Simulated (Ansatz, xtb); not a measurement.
Isomers of BGeH5O2 in order of energy

5 gas-phase structures of BGeH5O2, found in a search over its isomers (lower ones may exist). Each was relaxed with GFN2-xTB; where two conformers were screened, the lower at r2SCAN-D4/def2-SVP is listed:

A. `O[BH][GeH2][OH]`, a singlet
B. `O[B](O)[GeH3]`, a singlet
C. `B[O][GeH2][OH]`, a singlet
D. a singlet given by its coordinates
E. `OB[O][GeH3]`, a singlet

D (Å):

```xyz
9

B     0.6463    3.4537   -1.2884
Ge    1.6162    0.2732   -2.2825
O     0.0807    4.1189   -0.2670
O     0.7724    2.1169   -1.1703
H    -0.0124    5.0662   -0.3422
H     1.0381    3.9492   -2.2781
H     0.4396    1.7434   -0.3490
H     0.1882   -0.3713   -1.8225
H     2.1416   -0.0993   -0.7794
```

Close contacts (Å): B1–O3 1.34, B1–O4 1.35, Ge2–O4 2.31, B1–H6 1.17, Ge2–H8 1.63, Ge2–H9 1.64, O3–H5 0.95, O4–H7 0.96.

Q: Which do you expect lowest at r2SCAN-D4/def2-SVP, and how would the others follow?

A: Calculated order at r2SCAN-D4/def2-SVP: E (0.0), B (50.3), C (135.0), D (135.1), A (177.4) kJ/mol. Less than 1 kcal/mol parts C and D, so the order within that pair means little.

Energies above the lowest of each column, in kJ/mol; the last columns are at PBE0-D3(BJ)/def2-SVP geometries and were run for some of them only (a dash: not run or not comparable):

```
structure  GFN2-xTB  HF/STO-3G  r2SCAN-D4/def2-SVP  PBE0-D3(BJ)/def2-SVP  CCSD(T)/def2-SVP + ΔMP2/def2-TZVPP
        E       0.0        0.0                 0.0                   0.0                                 0.0
        B      98.5       84.9                50.3                  41.1                                53.5
        C      55.3      153.7               135.0                     –                                   –
        D      64.7      326.5               135.1                     –                                   –
        A     155.4      240.8               177.4                     –                                   –
```

Every level run on E puts it lowest or level with the lowest. Some further structures that were screened fall inside this span and aren't listed. Flexible structures stand in one conformer each, not always the lowest. Frequencies (PBE0-D3(BJ)/def2-SVP) were run for B, E alone. ΔMP2 is the change of the MP2 energy from the smaller to the larger basis.

Over these structures GFN2-xTB departs from r2SCAN-D4/def2-SVP by 40.2 kJ/mol on average once a common shift is removed. A GFN2-xTB relaxation took about 0.14 s and the r2SCAN-D4/def2-SVP energy about 1.8 s on a shared host (Ansatz 0.2.0, xtb 6.7.1).
